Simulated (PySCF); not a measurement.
PySCF 2.14 output of an unrestricted revPBE calculation on a single atom or ion in x2c-TZVPPall with one added diffuse shell each of s, p, d type (7s6p5d1f, 57 functions), with scalar relativity by spin-free X2C-1e:

```
SCF conv_tol = 1e-09
number electrons alpha = 18  beta = 17
    Y. Zhang and W. Yang.,  Phys. Rev. Lett. 80, 890 (1998)
    J. P. Perdew, K. Burke, and M. Ernzerhof.,  Phys. Rev. Lett. 77, 3865 (1996)
    J. P. Perdew, K. Burke, and M. Ernzerhof.,  Phys. Rev. Lett. 78, 1396 (1997)
cycle= 1 E= -2788.79414193463  delta_E= -0.0112  |g|= 0.0958  |ddm|= 0.167
cycle= 2 E= -2788.79480995832  delta_E= -0.000668  |g|= 0.0574  |ddm|= 0.0631
cycle= 3 E= -2788.79509720304  delta_E= -0.000287  |g|= 0.00541  |ddm|= 0.0202
cycle= 4 E= -2788.79510508383  delta_E= -7.88e-06  |g|= 0.000345  |ddm|= 0.00458
cycle= 5 E= -2788.79510513798  delta_E= -5.41e-08  |g|= 6.92e-06  |ddm|= 0.000555
cycle= 6 E= -2788.79510513799  delta_E= -6.82e-12  |g|= 1.27e-07  |ddm|= 3.62e-06
converged SCF energy = -2788.79510513799  <S^2> = 0.75123915  2S+1 = 2.0012388
```

The run itself started from symmetry-adapted Hartree-Fock orbitals and held the occupation by maximum overlap, on a logarithmic radial grid, so the iterations belong to that start.

Problem. Which element, charge and spin multiplicity is this?

Solution. Kr+ (krypton, charge +1), multiplicity 2; the state was [Ar] 3d10 4s1 4p6, 2S determinant (an excited configuration).
